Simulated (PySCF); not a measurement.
B(vinyl)(OH)(NH2) (C₂H₆BNO), SMILES C(=C)B(O)N.

The structure is a stationary point at r2SCAN-D4/def2-SVP. The structure was generated by enumeration, and PubChem lists no compound with its InChIKey, so it may never have been made. Other conformers were not sampled.

These are PySCF with PBE/def2-TZVP values and carry that method's errors.

Computed frontier levels, gap, dipole moment and polarisability:
- highest occupied level: -6.17 eV
- lowest empty level: -1.29 eV
- orbital gap: 4.87 eV
- dipole moment: 2.52 D
- quadrupole, principal values (traceless, Buckingham form, about the centre of nuclear charge): -8.64, 0.30, 8.33 D·Å
- mean static polarisability: 52.6 bohr³ (7.80 Å³)
- polarisability, principal values: 34.7, 50.3, 72.8 bohr³
